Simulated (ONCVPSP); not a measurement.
# Transferability test, ONCV potential for B (Z = 5)

- Element: B
- Generator: ONCVPSP 4.0.1
- Type: optimised norm-conserving Vanderbilt (ONCV)
- Functional: LDA (Perdew-Wang 92)
- Relativity: non-relativistic
- Frozen core: [He]
- Valence charge: 3
- Reference configuration: 2s2 2p1
- Partial waves: 2s: rc 1.60 bohr, ncon 4, nbas 8, qcut 4.4 1/bohr, local; 2p: rc 2.95 bohr, ncon 4, nbas 7, qcut 4.2 1/bohr, 2 projectors, debl 0.5 Ha; d scattering state at 0.22 Ha: rc 2.80 bohr, ncon 3, nbas 6, qcut 3.7 1/bohr, 2 projectors, debl 1.9 Ha
- Local potential: the s channel
- Core correction: Teter function, fcfact 3.5, rcfact 1.55

Energies are relative to the spin-unpolarised reference configuration 2s2 2p1; without spin polarisation the order of configurations can differ from experiment.

```tsv
valence configuration	charge	ΔE all-electron (eV)	error AE − PS (meV)
2s2 2p0	+1	8.324	+96
2s2 2p0.5	+0.5	2.941	+15
2s1 2p1	+1	14.271	-34
```

(1) What are ΔE and the potential's error for 2s1 2p0?

Answers

(1) ΔE = 33.614 eV all-electron; the error (AE − PS) is +272 meV.
